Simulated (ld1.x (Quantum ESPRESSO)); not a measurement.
## Nb (Z = 41): one change to a TM potential, before and after

- Element: niobium
- Generator: ld1.x (Quantum ESPRESSO) 7.5
- Type: norm-conserving Troullier–Martins (Kleinman–Bylander form)
- Functional: LDA (PZ)
- Relativity: scalar-relativistic
- Frozen core: [Ar] 3d10
- Valence charge: 13
- Reference configuration: 4s2 4p6 4d3 5s0 5p0 (charge +2)
- Partial waves: 4s (bound): rc 1.30 bohr; 4p (bound): rc 2.20 bohr; 4d (bound): rc 2.30 bohr
- Local potential: all-electron potential smoothed inside 1.50 bohr (lloc = -1)
- Core correction: a·sin(br)/r model core inside 0.90 bohr

All-electron outer shells of the reference configuration (LDA (PZ), scalar-relativistic, ld1.x):

```csv
shell,level (eV),outermost node (bohr),outermost maximum (bohr)
3d,-214.38,–,0.33
4s,-76.01,0.53,1.02
4p,-52.01,0.54,1.12
4d,-19.32,0.55,1.45
5s,-17.20,1.38,2.72
5p,-12.34,1.57,3.23
```

Change: wave 4d (bound): rc 2.30 bohr becomes 4d (bound): rc 2.64 bohr.

Cutoffs: the cutoffs (Ry, on a coarse ladder) from which the occupation-weighted sum of valence levels, in a spherical-Bessel basis at the reference potential, stays within 10 and 1 mRy of its value at 400 Ry; they do not see the model core or the augmentation charge, which bear on the density cutoff. Errors are all-electron minus pseudo energies relative to the spin-unpolarised reference configuration.

Predict the effect on cutoff, ghosts and configuration errors.

The potential gets neither clearly harder nor softer (80 Ry and 140 Ry → 80 Ry and 140 Ry); the s channel sets the loose cutoff, while the largest relative change is in d, which becomes softer; of the 9 tests that both files solve, the error grows in 4 and shrinks in 1 by more than 15 % and 0.3 meV (median size 68.9 → 67.4 meV); neither file shows a bound ghost.

| quantity | base | changed |
| --- | --- | --- |
| cutoff, loose | 80 Ry | 80 Ry |
| cutoff, tight | 140 Ry | 140 Ry |
| loose cutoff by channel (10 mRy a level) | s 70 Ry, p 21 Ry, d 30 Ry | s 70 Ry, p 21 Ry, d 25 Ry |
| bound ghosts | none | none |
| error for 4s2 4p6 4d4 5s1 5p0, meV [ΔE -21.19 eV] | +69 | +67 |
| error for 4s2 4p6 4d4 5s0 5p0, meV [ΔE -14.28 eV] | +1.5 | +3.1 |
| error for 4s2 4p6 4d2 5s0 5p0, meV [ΔE 24.93 eV] | +9.9 | +20 |
| error for 4s2 4p6 4d4 5s0 5p1, meV [ΔE -18.14 eV] | +35 | +35 |
| error for 4s2 4p6 4d3 5s2 5p0, meV [ΔE -21.75 eV] | +166 | +166 |
| error for 4s1 4p6 4d4 5s1 5p0, meV [ΔE 42.93 eV] | +90 | +52 |
| error for 4s2 4p6 4d3 5s1 5p0, meV [ΔE -13.98 eV] | +108 | +108 |
| error for 4s2 4p6 4d3 5s0 5p0 (spin-polarised), meV [ΔE -1.39 eV] | +56 | +78 |
| error for 4s2 4p6 4d4 5s1 5p0 (spin-polarised), meV [ΔE -23.80 eV] | +134 | +158 |
